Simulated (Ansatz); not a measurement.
## Relative stability

Two relaxed structures of AlBH3SO (charge -1), singlet (PBE0-D4/def2-TZVPD; forces vanish, vibrations not checked).

A:

```
7
angstrom
B -0.4185 0.5614 0.5790
S -1.6837 -0.5510 -0.0372
Al 0.6154 -1.0083 -0.2593
O 1.2515 -2.3692 0.6565
H -0.6957 1.5798 1.1617
H 0.9779 -2.3776 1.5740
H 1.1546 -1.1392 -1.7720
```

B:

B1  (-0.803, 1.363, 0.054)
S2  (-0.918, -0.153, 0.938)
Al3  (0.765, -1.461, 0.031)
O4  (1.032, -2.978, 0.553)
H5  (-1.575, 2.247, 0.325)
H6  (0.015, 1.545, -0.805)
H7  (1.483, -0.563, -1.097)
(Å)

Ansatz 0.2.0; basis: def2-TZVPPD; cores frozen in the correlated methods. B3LYP uses VWN-RPA correlation.

(1) Which structure is lower at CCSD(T), and by how much? (An estimate is asked for; the value comes from the calculation.)

The T1 diagnostic stays at or below 0.022.

Answers

(1) By the calculation: A, by 7.38 kcal/mol (electronic energy, against the other). By their contacts, A is AlBH₃SO ([OH][AlH]1[BH][S]1), total charge -1 and B is AlBH₃SO ([BH2][S][AlH][O]), total charge -1.

All methods give the same order:

| method | E(B) − E(A) (kcal/mol) |
| --- | --- |
| PBE-D4 | 6.36 |
| r2SCAN-D4 | 7.96 |
| PBE0-D4 | 10.28 |
| B3LYP-D4 | 4.45 |
| wB97M-V | 7.89 |
| HF | 10.19 |
| MP2 | 4.83 |
| CCSD | 8.38 |
| CCSD(T) | 7.38 |

Labels in which every atom is bracketed show which atoms are joined, not bond orders.

For scale, one of the runs: CCSD(T)/def2-TZVPPD, 227 basis functions, launched by `ansatz run in.yaml --threads 2 --pin off --events-out ev --progress --plain --max-ram 4352MiB`. Time: 56 s of wall clock on 2 CPU threads of an Intel Xeon Platinum 8488C; the host was shared. Peak host memory: 3.5 GiB.
